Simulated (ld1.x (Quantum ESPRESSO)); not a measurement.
# Varying the TM potential for tellurium

Base potential:

- Element: tellurium
- Generator: ld1.x (Quantum ESPRESSO) 7.5
- Type: norm-conserving Troullier–Martins (Kleinman–Bylander form)
- Functional: PBE
- Relativity: scalar-relativistic
- Frozen core: [Kr]
- Valence charge: 16
- Reference configuration: 4d10 5s2 5p4
- Partial waves: 5s (bound): rc 1.60 bohr; 5p (bound): rc 1.60 bohr; 4d (bound): rc 1.30 bohr; 4f channel at 0.25 Ry: rc 1.35 bohr
- Local potential: the f channel
- Core correction: a·sin(br)/r model core inside 0.85 bohr

All-electron outer shells of the reference configuration (PBE, scalar-relativistic, ld1.x):

```tsv
shell	level (eV)	outermost node (bohr)	outermost maximum (bohr)
4s	-164.39	0.38	0.70
4p	-114.41	0.38	0.74
4d	-41.65	0.36	0.81
5s	-15.11	0.91	1.80
5p	-5.95	1.00	2.17
```

Cutoffs, loose and tight: the cutoffs (Ry, on a coarse ladder) from which the occupation-weighted sum of valence levels, in a spherical-Bessel basis at the reference potential, stays within 10 and 1 mRy of its value at 400 Ry. They do not see the model core or the augmentation charge, which bear on the density cutoff. Test errors are all-electron minus pseudo excitation energies from the reference, over the configurations 4d10 5s2 5p3; 4d10 5s2 5p2; 4d10 5s2 5p1; 4d10 5s1 5p5; 4d10 5s1 5p4; 4d9 5s2 5p4; 4d10 5s0 5p6. A dash means not determined; rows that change the core or the reference have their own tests. The largest error is taken over the tests solved by every variant that gives reliable tests at all: 4d10 5s0 5p6; 4d10 5s1 5p4; 4d10 5s1 5p5; 4d10 5s2 5p1; 4d10 5s2 5p2; 4d10 5s2 5p3.

A true bound ghost makes a file unfit for plane-wave use even where its test errors are small: the radial tests pick states by their node count and pass the ghost by. Where a test does run into it, the solver fails or the error is huge.

Cutoffs are not given where the Bessel-basis levels miss the radial ones by over 6 mRy, ghosts where they miss by over 20 mRy; a channel whose overlap is not positive is not tested.

```csv
change,outcome,"cutoff, loose","cutoff, tight",bound ghosts,largest test error (meV)
base,generated,110 Ry,180 Ry,"s, p",+32
"all radii but the core radius scaled by about 0.94 (s 1.50, p 1.50, d 1.22, f 1.26 bohr)",generated,120 Ry,200 Ry,"s, p",+105
"all radii but the core radius scaled by about 1.08 (s 1.72, p 1.72, d 1.40, f 1.46 bohr)",generated,100 Ry,160 Ry,"s, p",+17
"all radii but the core radius scaled by about 1.16 (s 1.86, p 1.86, d 1.50, f 1.56 bohr)",generated,100 Ry,160 Ry,"s, p",+8.4
"all radii but the core radius scaled by about 1.24 (s 1.98, p 1.98, d 1.62, f 1.68 bohr)",generated,90 Ry,140 Ry,"s, p",-13
"all radii but the core radius scaled by about 1.40 (s 2.24, p 2.24, d 1.82, f 1.88 bohr)",generated,80 Ry,140 Ry,"s, p",-38
```

Problem. What comes out with this change to the base: all radii but the core radius scaled by about 0.85 (s 1.36, p 1.36, d 1.10, f 1.14 bohr)?

Solution. outcome: generated; cutoff, loose: 180 Ry; cutoff, tight: 300 Ry; bound ghosts: s, p; largest test error (meV): -82.

Problem. What comes out with this change to the base: all radii but the core radius scaled by about 1.33 (s 2.12, p 2.12, d 1.72, f 1.80 bohr)?

Solution. outcome: generated; cutoff, loose: 90 Ry; cutoff, tight: 140 Ry; bound ghosts: s, p; largest test error (meV): -26.

Problem. What comes out with this change to the base: all radii but the core radius scaled by about 0.75 (s 1.20, p 1.20, d 0.96, f 1.00 bohr)?

Solution. outcome: generated; bound ghosts: p, s; largest test error (meV): -93.

Reading the sweep of the scale of all radii but the core radius (base = 1) (base included, trends over the rows without a ghost): Bound ghosts are found at 0.75, 0.85, 0.94, 1, 1.08, 1.16, 1.24, 1.33, 1.4. Every judged row has one, so this setting neither creates nor removes them.
